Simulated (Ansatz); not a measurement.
Geometry optimisation, Ansatz 0.2.0, RKS PBE/def2-mTZVP.

The input (input.yaml):

```yaml
crystal:
  periodic: [false, false, false]
  atoms:
    - { symbol: C, position_ang: [-0.01874, 1.50346, -0.30224] }
    - { symbol: B, position_ang: [0.37773, 0.01441, -0.11501] }
    - { symbol: Si, position_ang: [0.1485, -1.65993, 0.56102] }
    - { symbol: Cl, position_ang: [-0.9053, -3.04197, -0.54072] }
    - { symbol: H, position_ang: [-0.83266, 1.51637, -1.03127] }
    - { symbol: H, position_ang: [-0.40976, 1.98015, 0.59762] }
    - { symbol: H, position_ang: [0.76296, 2.14964, -0.70531] }
    - { symbol: H, position_ang: [0.87728, -2.46213, 1.53592] }
basis:
  gaussian: { orbitals: def2-mTZVP }
hamiltonian:
  xc: pbe
relax:
  f_tol: 0.015
  max_steps: 40
```

Launched with:

```bash
$ ansatz run input.yaml --threads 2 --pin off --max-ram 3072MiB --backend cpu --events-out ev --progress --plain --runs-dir out
```

**Question.** Where does it end, and by what steps?

**Answer.** It converged. The force dipped under the threshold on the way, but the program's further checks kept it going. After 17 steps the energy has fallen by 0.264 eV; Si3 moved furthest, 0.41 Å.

| step | energy less start (eV) | largest force component (eV/Å) | accepted |
| --- | --- | --- | --- |
| 0 | 0.0000 | 1.408 | yes |
| 1 | -0.1493 | 0.727 | yes |
| 2 | -0.2066 | 0.998 | yes |
| 3 | -0.2515 | 0.306 | yes |
| 4 | -0.2606 | 0.066 | yes |
| 5 | -0.2619 | 0.046 | yes |
| 6 | -0.2615 | 0.087 | no |
| 7 | -0.2623 | 0.021 | yes |
| 8 | -0.2619 | 0.089 | no |
| 9 | -0.2624 | 0.005 | yes |
| 10 | -0.2629 | 0.031 | yes |
| 11 | -0.2632 | 0.059 | yes |
| 12 | -0.2634 | 0.043 | yes |
| 13 | -0.2637 | 0.023 | yes |
| 14 | -0.2637 | 0.012 | yes |
| 15 | -0.2638 | 0.016 | yes |
| 16 | -0.2638 | 0.012 | yes |
| 17 | -0.2638 | 0.004 | yes |

```xyz
8
Properties=species:S:1:pos:R:3
C -0.011 1.462 -0.310
B 0.227 -0.007 0.011
Si -0.205 -1.707 0.760
Cl -0.660 -3.048 -0.817
H -0.954 1.561 -0.882
H -0.168 2.046 0.616
H 0.793 1.939 -0.890
H 0.978 -2.246 1.514
```

The run took 23 s on 2 threads of AMD EPYC 7B13 (Zen 3), with other jobs on the host, peak memory 0.18 GiB.
